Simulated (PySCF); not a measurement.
## Orbital picture of SeF

PBE0 at R = 1.756 Å; basis Se def2-SVP, F def2-SVP; no relativity; PySCF 2.14. State: ²Π (doublet), unpaired electrons π ↑. Only the outer orbitals are listed, counted within each symmetry.

```json
{"spin": "α", "orbital": "8σ", "occ.": "1", "ε (eV)": "-32.72", "on Se (%)": "7", "main shells (%)": "91 F s"}
{"spin": "α", "orbital": "9σ", "occ.": "1", "ε (eV)": "-19.63", "on Se (%)": "82", "main shells (%)": "82 Se s, 12 F p"}
{"spin": "α", "orbital": "10σ", "occ.": "1", "ε (eV)": "-13.14", "on Se (%)": "36", "main shells (%)": "62 F p, 23 Se p, 12 Se s"}
{"spin": "α", "orbital": "4π", "occ.": "1", "ε (eV)": "-12.86", "on Se (%)": "16", "main shells (%)": "84 F p, 15 Se p"}
{"spin": "α", "orbital": "4π", "occ.": "1", "ε (eV)": "-12.44", "on Se (%)": "12", "main shells (%)": "88 F p, 11 Se p"}
{"spin": "α", "orbital": "5π", "occ.": "1", "ε (eV)": "-8.32", "on Se (%)": "86", "main shells (%)": "86 Se p, 14 F p"}
{"spin": "α", "orbital": "5π", "occ.": "1", "ε (eV)": "-7.17", "on Se (%)": "90", "main shells (%)": "89 Se p, 10 F p"}
{"spin": "α", "orbital": "11σ", "occ.": "0", "ε (eV)": "-1.93", "on Se (%)": "85", "main shells (%)": "77 Se p, 17 F p"}
{"spin": "α", "orbital": "12σ", "occ.": "0", "ε (eV)": "6.21", "on Se (%)": "102", "main shells (%)": "101 Se s"}
{"spin": "α", "orbital": "6π", "occ.": "0", "ε (eV)": "11.88", "on Se (%)": "97", "main shells (%)": "81 Se d, 16 Se p"}
{"spin": "β", "orbital": "8σ", "occ.": "1", "ε (eV)": "-32.49", "on Se (%)": "7", "main shells (%)": "91 F s"}
{"spin": "β", "orbital": "9σ", "occ.": "1", "ε (eV)": "-18.64", "on Se (%)": "77", "main shells (%)": "77 Se s, 17 F p"}
{"spin": "β", "orbital": "10σ", "occ.": "1", "ε (eV)": "-12.82", "on Se (%)": "40", "main shells (%)": "59 F p, 22 Se p, 17 Se s"}
{"spin": "β", "orbital": "4π", "occ.": "1", "ε (eV)": "-12.34", "on Se (%)": "11", "main shells (%)": "89 F p, 10 Se p"}
{"spin": "β", "orbital": "4π", "occ.": "1", "ε (eV)": "-12.03", "on Se (%)": "10", "main shells (%)": "90 F p, 9 Se p"}
{"spin": "β", "orbital": "5π", "occ.": "1", "ε (eV)": "-6.82", "on Se (%)": "90", "main shells (%)": "90 Se p, 10 F p"}
{"spin": "β", "orbital": "5π", "occ.": "0", "ε (eV)": "-4.37", "on Se (%)": "91", "main shells (%)": "91 Se p, 9 F p"}
{"spin": "β", "orbital": "11σ", "occ.": "0", "ε (eV)": "-1.51", "on Se (%)": "86", "main shells (%)": "77 Se p, 16 F p"}
{"spin": "β", "orbital": "12σ", "occ.": "0", "ε (eV)": "6.63", "on Se (%)": "102", "main shells (%)": "101 Se s"}
```

Task: Which are the highest filled and the lowest empty level, where do they sit, and how wide is the gap?

Result: Highest filled β 5π at -6.82 eV (in %: 90 Se p, 10 F p); lowest empty β 5π at -4.37 eV (in %: 91 Se p, 9 F p); the gap at PBE0 is 2.45 eV. Both belong to one degenerate shell, split only by its one-sided filling, so this is no excitation gap.

| Quantity | Value |
| --- | --- |
| bond order (Mayer) | 0.98 |
| ⟨S²⟩ | 0.753 |
| charge on Se (Mulliken, basis-dependent) | 0.35 |
| charge on Se (Löwdin, basis-dependent) | 0.25 |
| dipole moment (positive dipole means Se(−)F(+)) | -1.64 D |
| polarisability along the bond | 22.1 bohr³ |
| polarisability across the bond | 14.3 bohr³ |

Shares are Mulliken populations and can fall outside 0 to 100 %.

Spin–orbit coupling is left out. The state was picked by a PBE0 search and need not be the measured ground state.
